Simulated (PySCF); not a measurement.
## A search over the determinants of NaCa

Unrestricted PBE0; PySCF, spin-free X2C with a Gaussian nucleus, basis sets Na x2c-SVPall, Ca x2c-SVPall. Outer shells of the fragments: Na 3s1; Ca 4s2.

Followed along the bond (rough minima from three points):

```tsv
2Ms+1	unpaired	⟨S²⟩ at the start	R at minimum (Å)	Te (eV)
2	σ ↑	0.77	3.72	0.00
2	π ↑	0.89	3.14	1.04
4	σ ↑↑, π ↑	3.75	3.44	1.82
```

Solutions found at the starting distance of 3.165 Å, counted from the lowest of them; the search is not exhaustive and high or unbound solutions are not listed, so other states can lie among these:

```csv
2Ms+1,unpaired,term,E (eV),⟨S²⟩,⟨Lz²⟩,μ (D)
2,σ ↑,²Σ⁺,0.00,0.77,0.00,-0.79
2,π ↑,²Π,0.89,0.89,1.02,-0.60
2,δ ↑,²Δ,1.66,0.83,4.00,-0.84
4,"σ ↑↑, π ↑",⁴Π,1.72,3.75,1.01,-0.15
2,"σ ↑↑, π ↓",mixed,2.28,1.75,1.02,0.12
4,σ ↑↑↑,⁴Σ⁺,2.36,3.75,0.00,2.96
```

A term symbol is given only where ⟨S²⟩ and ⟨Lz²⟩ are close to those of a pure state; real π, δ and φ orbitals otherwise mix terms. A positive dipole means Na(−)Ca(+).

**Question.** Compare the gap between the two lowest followed solutions at the starting distance with the gap between their minima.

**Answer.** At PBE0 the second solution (doublet, unpaired electrons π ↑) lies +0.89 eV from the first (doublet, unpaired electrons σ ↑) at 3.165 Å and +1.04 eV at the minima; the two curves relax by different amounts, since their minima lie near 3.14 and 3.72 Å.

Counting both spins, an empty level lies below a filled one in some of these solutions, because spin and occupation are held.
